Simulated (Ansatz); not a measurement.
`CB(S)O[SiH3]`, charge 0, multiplicity 1.

**Question.** Give a relaxed structure at PBE0-D4/def2-TZVP (the Gaussian-basis code of Ansatz). (An estimate is asked.)

**Answer.** The calculation gave: 
Z-matrix (Å, degrees):
```
C
B 1 1.566
H 1 1.091 2 114.2
H 1 1.095 2 109.7 3 121.9
H 1 1.095 2 109.6 3 -121.8
S 2 1.821 1 117.8 3 0.3
O 2 1.358 1 119.2 3 -179.7
H 6 1.344 2 98.6 1 -179.3
Si 7 1.642 2 142.0 1 -176.4
H 9 1.488 7 111.4 2 -17.8
H 9 1.483 7 108.8 2 102.6
H 9 1.481 7 107.8 2 -137.8
```
This is one stationary point; other conformers may exist.
